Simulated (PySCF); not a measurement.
C₃H₄O₂Si, SMILES C#C[SiH2]C(=O)O.

The structure is a stationary point at PBE0-D3(BJ)/def2-SVP. This is a generated structure with no PubChem entry under its InChIKey; it may be hypothetical. The values are those of a single conformer.

Computed with SMD-ωB97X/6-31G* (PySCF).

Solvation free energies are E(SMD) − E(gas) at the gas-phase geometry, for 1 M in both phases. In vacuum the dipole moment is 2.09 D.

Computed solvation free energies in water, acetone, cyclohexanone:
| solvent | ΔG(solv) (kcal/mol) | its non-electrostatic (CDS) part | dipole (D) |
|---|---|---|---|
| water | -3.9 | 7.2 | 2.78 |
| acetone | -5.5 | 0.7 | 2.49 |
| cyclohexanone | -4.7 | 1.0 | 2.46 |
